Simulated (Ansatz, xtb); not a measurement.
System: LaF2, charge 1, multiplicity 1. The spin state was set by rule; other spins were not relaxed. 
Structure (B3LYP-D3(BJ)/def2-TZVP (Ansatz, a program for electronic structure) minimum search):
```
La
F 1 2.0689
F 1 2.0689 2 109.58
```
Charge +1, spin multiplicity 1.

Harmonic wavenumbers from GFN2-xTB (xtb, at its own minimum), cm⁻¹: 88, 256, 284.

### Question
Give the harmonic wavenumbers at B3LYP-D3(BJ)/def2-TZVP (Ansatz, finite differences of forces, unscaled).

### Answer
126, 592, 607 cm⁻¹. Zero-point energy 1.9 kcal/mol.

### Question
From these and the geometry, give the ideal-gas thermochemistry at 298.15 K and 1 atm (rigid rotor, harmonic oscillator).

### Answer
Point group C2v, rotational symmetry number 2. Rotational constants 11.9, 4.655, 3.346 GHz. S(trans) 41.42, S(rot) 23.59, S(vib) 3.91, S(elec, spin only) 0.00, S 68.9 cal/(mol K). H(298) - H(0) 3.00 kcal/mol; G - E(el) -15.7 kcal/mol.
